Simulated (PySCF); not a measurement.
PySCF input for In(Cl)(Me)2 (C2H6ClIn), SMILES [CH3][In]([CH3])[Cl], B3LYP-D3(BJ)/def2-SVP. The structure is a stationary point at B3LYP-D3(BJ)/def2-SVP. The structure was generated by enumeration; whether it is a known compound was not checked. The def2 effective core potentials stand for the cores of In; spin–orbit coupling is left out.

```python
import numpy as np
from pyscf import gto, scf, dft, df
from pyscf.hessian import thermo

mol = gto.M(
    atom='''
    In    0.26607785    0.16628864    0.00215276
    Cl   -1.77136239   -1.10943021   -0.01826201
    C     0.03776001    1.99786148   -1.13359289
    H     1.00628519    2.48499185   -1.31271330
    H    -0.61554092    2.67727817   -0.56570975
    H    -0.44749192    1.76013994   -2.09092561
    C     1.79554444   -0.84840686    1.15439808
    H     2.69988055   -0.23285509    1.25716034
    H     2.04524460   -1.79067740    0.64439210
    H     1.38714185   -1.08343515    2.14793412
    ''',
    basis='def2-SVP',
    ecp={'In': 'def2-svp'},
    charge=0,
    spin=0,
    max_memory=1600,
    verbose=3,
)
mf = dft.RKS(mol, xc='b3lyp').density_fit(auxbasis='def2-universal-jkfit')
mf.disp = 'd3bj'
mf.grids.level = 3
mf.conv_tol = 1e-11
mf.max_cycle = 100
mf.kernel()

# [left out here: the lines that compute and print the analytic Hessian (its translational invariance restored by hand, since the grid's response is missing), thermochemistry and intensities]
```

Output:

```
converged SCF energy = -730.093093926031

WARN: DFTD3 does not support analytical Hessian, using finite difference


WARN: Mole.unit (angstrom) is changed to Bohr

Mode                                 0                   1                   2
Irrep
Freq [cm^-1]                       25.4989             32.3613            111.6827
Reduced mass [au]                   1.0149              1.0316              2.9561
Force const [Dyne/A]                0.0004              0.0006              0.0217
Char temp [K]                      36.6872             46.5607            160.6865
Normal mode                   x     y     z       x     y     z       x     y     z
       0  In                -0.00 -0.00  0.00   -0.00  0.00  0.00   -0.03 -0.02 -0.00
       1  Cl                 0.00 -0.00 -0.00    0.01 -0.01 -0.02   -0.02 -0.01  0.00
       2   C                 0.01 -0.00 -0.01   -0.00  0.01  0.02    0.15  0.03  0.04
       3   H                 0.06 -0.25 -0.40    0.03 -0.14 -0.23    0.21 -0.05  0.12
       4   H                 0.40  0.19  0.22    0.25  0.13  0.17    0.17  0.08  0.02
       5   H                -0.42  0.07  0.19   -0.28  0.07  0.14    0.20  0.12 -0.01
       6   C                -0.00  0.01  0.01   -0.01  0.01  0.01    0.09  0.12 -0.03
       7   H                -0.12  0.13  0.27    0.16 -0.18 -0.37    0.04  0.21 -0.11
       8   H                 0.22  0.16 -0.15   -0.34 -0.23  0.28    0.16  0.12 -0.01
       9   H                -0.11 -0.27 -0.09    0.14  0.44  0.18    0.18  0.12  0.00
Mode                                 3                   4                   5
Irrep
Freq [cm^-1]                      112.9801            118.7749            336.5325
Reduced mass [au]                   4.9429              3.6289             37.4057
Force const [Dyne/A]                0.0372              0.0302              2.4960
Char temp [K]                     162.5532            170.8906            484.1954
Normal mode                   x     y     z       x     y     z       x     y     z
       0  In                 0.01 -0.02  0.02    0.02 -0.02 -0.04    0.04  0.02  0.00
       1  Cl                -0.04  0.07 -0.06   -0.01  0.02  0.03   -0.13 -0.08 -0.00
       2   C                -0.10 -0.06 -0.01   -0.04  0.06  0.11    0.00  0.02 -0.01
       3   H                -0.14  0.00 -0.07   -0.07  0.12  0.15    0.00  0.02 -0.01
       4   H                -0.12 -0.08  0.00   -0.06 -0.03  0.20    0.00  0.01 -0.01
       5   H                -0.14 -0.11  0.02   -0.05  0.15  0.09    0.00  0.01 -0.01
       6   C                 0.10  0.07 -0.01   -0.04  0.06  0.11    0.02 -0.01  0.01
       7   H                 0.06  0.14 -0.07   -0.07  0.10  0.16    0.02 -0.01  0.01
       8   H                 0.14  0.08  0.01    0.05  0.04  0.19    0.01 -0.00  0.01
       9   H                 0.16  0.08  0.02   -0.13  0.11  0.08    0.01 -0.00  0.01
Mode                                 6                   7                   8
Irrep
Freq [cm^-1]                      467.6330            517.2851            653.1556
Reduced mass [au]                   4.0806              4.4640              1.1360
Force const [Dyne/A]                0.5258              0.7038              0.2855
Char temp [K]                     672.8198            744.2581            939.7455
Normal mode                   x     y     z       x     y     z       x     y     z
       0  In                 0.01  0.01  0.00    0.02 -0.03  0.02    0.00  0.00 -0.00
       1  Cl                -0.00 -0.00 -0.00    0.00 -0.00  0.00    0.00  0.00  0.00
       2   C                 0.02 -0.15  0.09   -0.02  0.14 -0.08   -0.02  0.03  0.06
       3   H                 0.02 -0.14  0.10   -0.02  0.14 -0.09    0.06 -0.18 -0.10
       4   H                 0.03 -0.15  0.10   -0.02  0.15 -0.09   -0.03  0.34 -0.34
       5   H                 0.02 -0.13  0.09   -0.01  0.14 -0.09    0.11 -0.37  0.09
       6   C                -0.12  0.09 -0.10   -0.12  0.08 -0.09    0.02 -0.03 -0.06
       7   H                -0.12  0.08 -0.10   -0.12  0.08 -0.09   -0.10  0.11  0.13
       8   H                -0.12  0.09 -0.09   -0.12  0.08 -0.09    0.27 -0.17  0.34
       9   H                -0.11  0.08 -0.09   -0.12  0.07 -0.09   -0.30  0.27 -0.12
Mode                                 9                  10                  11
Irrep
Freq [cm^-1]                      706.8598            729.7656            750.3409
Reduced mass [au]                   1.1670              1.2027              1.2026
Force const [Dyne/A]                0.3435              0.3774              0.3989
Char temp [K]                    1017.0139           1049.9702           1079.5735
Normal mode                   x     y     z       x     y     z       x     y     z
       0  In                 0.00 -0.00  0.00    0.00 -0.00 -0.01    0.01  0.00  0.00
       1  Cl                -0.00  0.00 -0.00   -0.00  0.00  0.00    0.00  0.00  0.00
       2   C                -0.07 -0.02 -0.01   -0.02  0.04  0.07   -0.08 -0.02 -0.02
       3   H                 0.16 -0.37  0.29    0.05 -0.17 -0.09    0.15 -0.36  0.29
       4   H                 0.11  0.19 -0.05   -0.04  0.34 -0.32    0.12  0.16 -0.02
       5   H                 0.10  0.29 -0.17    0.11 -0.36  0.09    0.09  0.30 -0.18
       6   C                 0.05  0.06 -0.01   -0.03  0.03  0.07   -0.05 -0.06  0.02
       7   H                 0.27 -0.32  0.29    0.08 -0.08 -0.14   -0.27  0.31 -0.28
       8   H                -0.25  0.01 -0.07   -0.25  0.18 -0.32    0.25 -0.01  0.06
       9   H                -0.27  0.01 -0.15    0.31 -0.27  0.13    0.27 -0.01  0.16
Mode                                12                  13                  14
Irrep
Freq [cm^-1]                     1179.7575           1183.1997           1429.3781
Reduced mass [au]                   1.2118              1.1842              1.0584
Force const [Dyne/A]                0.9937              0.9767              1.2741
Char temp [K]                    1697.4084           1702.3610           2056.5569
Normal mode                   x     y     z       x     y     z       x     y     z
       0  In                -0.00  0.00 -0.00    0.00  0.00  0.00    0.00 -0.00  0.00
       1  Cl                 0.00 -0.00  0.00   -0.00 -0.00 -0.00   -0.00  0.00 -0.00
       2   C                 0.01 -0.07  0.05    0.01 -0.07  0.04    0.04  0.01 -0.00
       3   H                -0.18  0.27 -0.18   -0.18  0.26 -0.17    0.13 -0.15  0.12
       4   H                 0.03  0.24 -0.29    0.03  0.24 -0.28   -0.32 -0.10 -0.27
       5   H                 0.00  0.36 -0.07    0.00  0.37 -0.08   -0.38  0.15  0.17
       6   C                 0.06 -0.04  0.05   -0.06  0.04 -0.04   -0.03 -0.03  0.01
       7   H                -0.15  0.27 -0.19    0.15 -0.28  0.19    0.09 -0.21  0.10
       8   H                -0.23  0.07 -0.28    0.24 -0.08  0.29    0.28  0.23 -0.32
       9   H                -0.31  0.17 -0.07    0.33 -0.18  0.08    0.04  0.43  0.14
Mode                                15                  16                  17
Irrep
Freq [cm^-1]                     1429.9481           1432.5523           1433.3076
Reduced mass [au]                   1.0597              1.0564              1.0551
Force const [Dyne/A]                1.2767              1.2773              1.2771
Char temp [K]                    2057.3770           2061.1238           2062.2105
Normal mode                   x     y     z       x     y     z       x     y     z
       0  In                 0.00  0.00  0.00    0.00 -0.00 -0.00    0.00  0.00 -0.00
       1  Cl                 0.00  0.00 -0.00   -0.00  0.00  0.00    0.00  0.00  0.00
       2   C                -0.00  0.02  0.04   -0.00 -0.02 -0.04    0.05  0.01 -0.01
       3   H                 0.06 -0.28 -0.45   -0.07  0.27  0.40    0.13 -0.13  0.18
       4   H                -0.25 -0.23  0.04    0.27  0.23 -0.01   -0.31 -0.08 -0.29
       5   H                 0.24  0.18 -0.13   -0.17 -0.19  0.10   -0.43  0.14  0.20
       6   C                 0.01 -0.02 -0.04    0.01 -0.02 -0.04    0.03  0.03 -0.01
       7   H                -0.18  0.18  0.42   -0.18  0.17  0.46   -0.11  0.22 -0.04
       8   H                -0.28 -0.08 -0.04   -0.27 -0.06 -0.09   -0.30 -0.22  0.29
       9   H                 0.26  0.15  0.11    0.29  0.21  0.14   -0.00 -0.39 -0.11
Mode                                18                  19                  20
Irrep
Freq [cm^-1]                     3043.4109           3044.4263           3148.5061
Reduced mass [au]                   1.0300              1.0300              1.1033
Force const [Dyne/A]                5.6211              5.6248              6.4442
Char temp [K]                    4378.7906           4380.2517           4529.9992
Normal mode                   x     y     z       x     y     z       x     y     z
       0  In                 0.00 -0.00  0.00    0.00  0.00  0.00    0.00 -0.00  0.00
       1  Cl                -0.00  0.00 -0.00   -0.00 -0.00 -0.00   -0.00 -0.00  0.00
       2   C                -0.01  0.03 -0.02    0.01 -0.02  0.01    0.04 -0.03 -0.07
       3   H                -0.38 -0.18  0.06    0.31  0.14 -0.05   -0.29 -0.15  0.04
       4   H                 0.28 -0.28 -0.25   -0.23  0.23  0.21   -0.43  0.44  0.37
       5   H                 0.19  0.11  0.37   -0.15 -0.09 -0.30    0.22  0.10  0.40
       6   C                -0.02  0.02 -0.01   -0.02  0.02 -0.02   -0.01  0.01  0.02
       7   H                 0.28  0.20  0.03    0.34  0.25  0.03   -0.04 -0.02 -0.00
       8   H                 0.08 -0.32 -0.18    0.09 -0.39 -0.22    0.04 -0.16 -0.08
       9   H                -0.14 -0.07  0.32   -0.17 -0.09  0.39    0.06  0.04 -0.14
Mode                                21                  22                  23
Irrep
Freq [cm^-1]                     3149.7220           3160.2552           3161.4432
Reduced mass [au]                   1.1039              1.1061              1.1061
Force const [Dyne/A]                6.4527              6.5085              6.5138
Char temp [K]                    4531.7486           4546.9036           4548.6129
Normal mode                   x     y     z       x     y     z       x     y     z
       0  In                -0.00  0.00  0.00    0.00  0.00 -0.00   -0.00  0.00 -0.00
       1  Cl                -0.00  0.00 -0.00   -0.00 -0.00  0.00    0.00  0.00  0.00
       2   C                -0.01  0.01  0.02   -0.00 -0.00 -0.00   -0.08 -0.03 -0.03
       3   H                 0.08  0.04 -0.01    0.03  0.01 -0.00    0.62  0.31 -0.12
       4   H                 0.11 -0.12 -0.10   -0.00  0.00  0.00    0.03 -0.05 -0.05
       5   H                -0.05 -0.02 -0.10    0.01  0.01  0.03    0.27  0.14  0.55
       6   C                -0.02  0.05  0.07    0.06  0.06 -0.02   -0.00 -0.00  0.00
       7   H                -0.16 -0.10 -0.00   -0.62 -0.43 -0.07    0.03  0.02  0.00
       8   H                 0.16 -0.60 -0.32    0.06 -0.18 -0.11   -0.00  0.01  0.01
       9   H                 0.21  0.13 -0.50   -0.19 -0.10  0.47    0.01  0.00 -0.01
temperature 298.1500 [K]
pressure 101325.00 [Pa]
Rotational constants [GHz] 3.70673 2.41835 1.49132
Symmetry number 1
Zero-point energy (ZPE) 0.07144 [Eh]   187567.143 [J/mol]
                           tot       elec      trans        rot        vib
Entropy [J/mol/K]       394.933      0.000    173.534    115.383    106.016
Cv [J/mol/K]            100.167      0.000     12.472     12.472     75.223
Cp [J/mol/K]            108.481      0.000     20.786     12.472     75.223
Internal energy [J/mol]                      3718.434   3718.434 201270.089
Internal energy [Eh]   -730.01360  -730.09309
Enthalpy [J/mol]                             6197.391   3718.434 201270.089
Enthalpy [Eh]          -730.01266
Gibbs free energy [J/mol]                  -45541.821 -30682.979 169661.465
Gibbs free energy [Eh] -730.05751
static polarisability / bohr^3: [[ 70.061   1.404   8.239]
 [  1.401  69.046 -12.953]
 [  8.242 -12.96   55.815]]
largest difference of analytic and finite-field dipole derivatives / e: 0.0012280317927557682
mode   freq/cm-1   IR/(km/mol)   Raman/(A^4/amu)   depolarisation
   1       25.50         0.019             0.012            0.746
   2       32.36         0.264             0.032            0.750
   3      111.68         3.002             3.051            0.738
   4      112.98         6.463             4.997            0.750
   5      118.77         2.714             0.012            0.750
   6      336.53        45.335            10.289            0.168
   7      467.63         8.429            66.933            0.184
   8      517.29        32.855             5.826            0.750
   9      653.16         0.029             0.955            0.697
  10      706.86        12.970             0.688            0.749
  11      729.77        47.620             0.055            0.712
  12      750.34        79.716             1.671            0.748
  13     1179.76         1.359             2.125            0.748
  14     1183.20         0.028            33.035            0.179
  15     1429.38         1.072             9.819            0.750
  16     1429.95         0.042             5.350            0.748
  17     1432.55         3.600            11.879            0.750
  18     1433.31         1.202             8.207            0.745
  19     3043.41        11.959             3.570            0.075
  20     3044.43         1.783           296.568            0.001
  21     3148.51         1.689           151.018            0.747
  22     3149.72         2.921            55.511            0.749
  23     3160.26         3.835           106.295            0.749
  24     3161.44         3.930           111.209            0.750
max |gradient| / (hartree/bohr): 8.151158274379434e-05
APT charges: [ 1.2413 -0.6342 -0.283  -0.0102 -0.0059 -0.0044 -0.2828 -0.0104 -0.0055
 -0.0048]
```

Self-consistency was reached.

Cost: about 4 core-minutes (a rough figure).
